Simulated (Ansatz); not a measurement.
The cluster ReSe2⁺, relaxed as a quintet with UKS r2SCAN-D4/def2-TZVP in Ansatz, starting from the r2SCAN-D4/def2-TZVP geometry of the charge +1 singlet. Force threshold 0.02 eV/Å.

In the def2 sets Re takes a core potential; there is no spin–orbit coupling. At r2SCAN-D4/def2-TZVP a triplet of charge 1 lies 0.89 eV below the quintet, each at its own geometry. The structure comes from a short search, and lower isomers may exist.

Start:

```xyz
3

Re   -0.567    0.426    0.513
Se   -0.573    0.335   -1.659
Se    1.140   -0.761    1.147
```

Question: Estimate the energy that the relaxation releases and the steps that it takes.

Answer: 0.18 eV, in 5 steps; 19 s on 4 threads of Arm Neoverse V2 on a shared host. No frequencies were taken in this run, so the end may be a saddle point.

Question: Does the start keep its bonding and symmetry?

Answer: By distances, no bond broke or formed. The bond that changes most is Re1–Se2, from 2.17 to 2.26 Å (atoms count from 1). Point group C2v at the start, C2v at the end, both within 0.05 Å.

Question: Predict the relaxed structure.

Answer: 
Cartesian coordinates in Å:
```
Re -0.626 0.471 0.566
Se -0.541 0.311 -1.682
Se 1.167 -0.782 1.116
```
Bond lengths: 2 × Re–Se 2.26 Å.
